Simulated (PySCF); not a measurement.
Compound: C6H12B2F2.
Atom-mapped SMILES: `[BH2:1][C@H:2]1[CH2:3][CH2:4][C@H:5]([B:6]([F:7])[F:8])[CH2:9][CH2:10]1` (hydrogens: H11, H12 on B1; H13 on C2; H14, H15 on C3; H16, H17 on C4; H18 on C5; H19, H20 on C9; H21, H22 on C10)

The calculation used PBE0-D3(BJ)/def2-SVP geometry optimisation, gas phase in PySCF.

Problem. What internal coordinates does the optimisation give?

Solution. 
```
           bond  length (Å)
          B1–C2       1.551
  C2–C3, C2–C10       1.531
  C3–C4, C9–C10       1.524
   C4–C5, C5–C9       1.532
          C5–B6       1.562
   B6–F7, B6–F8       1.322
 B1–H11, B1–H12       1.212
         C2–H13       1.127
C3–H14, C10–H21       1.102
C3–H15, C10–H22       1.106
 C4–H16, C9–H19       1.106
 C4–H17, C9–H20       1.101
         C5–H18       1.113
```

Bonds in one row agree within 0.01 Å and their mean is given. A selection of angles:
```
    angle  degrees
 B1–C2–C3    117.3
C3–C2–C10    111.8
 C2–C3–C4    112.5
 C3–C4–C5    111.7
 C4–C5–B6    112.8
 C4–C5–C9    111.4
 C5–B6–F7    121.6
 F7–B6–F8    115.9
```

Torsions: B1–C2–C3–C4 -168° (antiperiplanar); C2–C3–C4–C5 -54° (synclinal); C3–C4–C5–B6 -176° (antiperiplanar); C4–C5–B6–F7 36° (synclinal); C4–C5–C9–C10 -54° (synclinal); C5–C9–C10–C2 54° (synclinal); B1–C2–C10–C9 168° (antiperiplanar).

B1 (three-coordinate boron) is planar (angles 120.5°, 120.5° and 118.8°, sum 359.7°, 0.04 Å off the plane of its three neighbours). The 6-membered ring C2–C3–C4–C5–C9–C10 has internal angles of 111.4° to 112.5° (sum 672°, against 720° for a flat polygon); it is puckered, 0.22 Å rms from its mean plane, widest ring torsion 54°. B6 (three-coordinate boron) is planar (angles 122.5°, 121.6° and 115.9°, sum 360.0°, 0.01 Å off the plane of its three neighbours). Of the pairs four or more bonds apart, F7···H17 is among the closest relative to their van der Waals radii: 2.66 Å, 100 % of the sum of Bondi's values.

Point group: near Cs, missed by 0.36 Å at most; the miss may be what the optimiser left on a soft mode. PBE0-D3(BJ)/def2-SVP frequencies: not computed here. One conformer, not necessarily the lowest (H–B1–C2–C3 -162° and 24°, C4–C5–B6–F7 36°, B1–C2–C3–C4 -168°, C2–C3–C4–C5 -54°, C3–C4–C5–B6 -176°, C4–C5–C9–C10 -54°).
